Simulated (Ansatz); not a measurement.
`[F][In]([SH])[Br]` + `CBr` → `[SH][In]([Br])[Br]` + `CF`  (formal exchange of groups at the In–F bond)

Program: Ansatz. Geometries: PBE0-D4/def2-TZVP. ΔE: electronic, gas phase. CBS: MP2 limit from def2 TZ/QZ plus the TZ coupled-cluster correction, frozen cores. This one scheme is used for every species. DFT in def2-TZVPP. HSE06 is defined as in plane-wave codes. Elements past krypton have def2 core potentials. For Br, In outer-core shells are correlated without core-valence functions, which leaves a few kJ/mol of doubt a bond. Scalar relativity is left out up to krypton. Each species was taken in one conformer, which may not be the lowest.

```csv
level,ΔE (kcal/mol)
PBE-D4,-9.0
HSE06-D4,-11.5
RPA@PBE/def2-TZVPP,-9.4
MP2/def2-QZVPP,-9.3
```

**Question.** What does CCSD(T)/CBS give? (An estimate is asked.)

**Answer.** The calculation gave: -9.8 kcal/mol. The listed levels differ from it by 0.8, -1.7, 0.4, 0.5 kcal/mol.

Largest T1 diagnostic among the species: 0.013.

Leaving LDA and LC-ωPBE aside and taking each functional with its dispersion term where it has one, the values, not all of them listed here, spread over 5.2 kcal/mol, from BHLYP-D4 to revPBE-D4. LDA lies −2.0 kcal/mol from PBE without D4. At CCSD(T), def2-SVP lies −3.5 kcal/mol from the extrapolated value and def2-TZVPP −0.3 kcal/mol.
